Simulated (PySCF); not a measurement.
C2H5BFN, SMILES C=CB(N)F.

Geometry optimised at B3LYP-D3(BJ)/def2-SVP. This is a generated structure with no PubChem entry under its InChIKey; it may be hypothetical. Other conformers were not sampled.

Computed with TDA-ωB97X/def2-SVPD (PySCF).

Vertical excitations. 

Computed UV-visible absorptions:
| state | energy (eV) | λ (nm) | f | main pairs |
|---|---|---|---|---|
| S1 | 6.90 | 180 | 0.002 | HOMO−2→LUMO 96 % |
| S2 | 7.00 | 177 | 0.322 | HOMO→LUMO 91 % |
| S3 | 7.56 | 164 | 0.003 | HOMO→LUMO+1 75 % |
| S4 | 8.05 | 154 | 0.223 | HOMO−1→LUMO 88 % |
| S5 | 8.33 | 149 | 0.166 | HOMO−1→LUMO+1 44 %, HOMO→LUMO+2 24 %, HOMO→LUMO+3 16 % |
| S6 | 8.60 | 144 | 0.009 | HOMO−3→LUMO 78 % |
| S7 | 8.93 | 139 | 0.006 | HOMO→LUMO+3 50 %, HOMO→LUMO+4 18 %, HOMO→LUMO+2 11 % |
| S8 | 9.17 | 135 | 0.009 | HOMO→LUMO+2 45 %, HOMO−1→LUMO+1 14 %, HOMO→LUMO+4 13 %, HOMO→LUMO+1 10 % |
| S9 | 9.43 | 131 | 0.005 | HOMO−2→LUMO+1 82 % |
| S10 | 9.44 | 131 | 0.006 | HOMO→LUMO+5 22 %, HOMO−1→LUMO+4 16 %, HOMO−1→LUMO+5 13 %, HOMO→LUMO+4 11 % |
| T1 | 4.07 | 304 | 0 | HOMO→LUMO 80 %, HOMO−1→LUMO 13 % |
| T2 | 6.28 | 197 | 0 | HOMO−2→LUMO 94 % |
| T3 | 6.58 | 188 | 0 | HOMO−1→LUMO 68 %, HOMO→LUMO 12 % |
| T4 | 7.42 | 167 | 0 | HOMO→LUMO+1 65 %, HOMO−1→LUMO+1 17 % |
Triplets are in the Tamm–Dancoff approximation.
